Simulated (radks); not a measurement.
V2+, 21 electrons, occupied as [Ar] 3d3 (the NIST ground configuration). Method: scalar-relativistic Kohn-Sham, Wu-Cohen GGA, spin-polarised, spherical densities, point nucleus; open shells are filled with parallel spins first; computed with a radial shooting solver on a logarithmic mesh with Libxc functionals.

Radial electron density D(r) = 4 pi r^2 rho(r):

r (bohr),D(r) (e/bohr),spin D(r)
0.007483,4.314,-0.000353
0.008437,5.232,-0.000428
0.009589,6.386,-0.000523
0.01081,7.649,-0.000626
0.01219,9.097,-0.000745
0.01385,10.85,-0.000889
0.01562,12.68,-0.00104
0.01761,14.66,-0.00120
0.02002,16.91,-0.00139
0.02257,19.07,-0.00158
0.02565,21.35,-0.00179
0.02892,23.34,-0.00199
0.03261,25.06,-0.00219
0.03706,26.46,-0.00241
0.04179,27.24,-0.00263
0.0475,27.41,-0.00290
0.05355,26.93,-0.00321
0.06038,25.91,-0.00361
0.06862,24.40,-0.00414
0.07737,22.87,-0.00470
0.08724,21.56,-0.00517
0.09915,20.80,-0.00520
0.1118,20.95,-0.00407
0.1271,22.13,-0.000262
0.1433,24.04,0.00775
0.1615,26.33,0.0229
0.1836,28.52,0.0512
0.207,29.64,0.0942
0.2334,29.31,0.159
0.2652,27.13,0.257
0.2991,23.59,0.383
0.3399,18.94,0.557
0.3832,14.67,0.758
0.4321,11.34,0.993
0.4911,9.424,1.27
0.5537,9.179,1.54
0.6293,10.05,1.81
0.7096,11.13,2.02
0.8,11.76,2.14
0.9093,11.46,2.18
1.025,10.23,2.10
1.156,8.390,1.94
1.314,6.198,1.69
1.481,4.306,1.41
1.684,2.699,1.10
1.898,1.634,0.820
2.14,0.9385,0.570
2.432,0.4940,0.357
2.743,0.2587,0.212
3.092,0.1291,0.116
3.514,0.05714,0.0543
3.963,0.02408,0.0235
4.504,0.008288,0.00822
5.078,0.002584,0.00258

D(r) has 3 maxima, at r = 0.0460, 0.215, 0.826 bohr, and minima at 0.103, 0.532 bohr, inside which lie 2.13, 10.50 electrons.
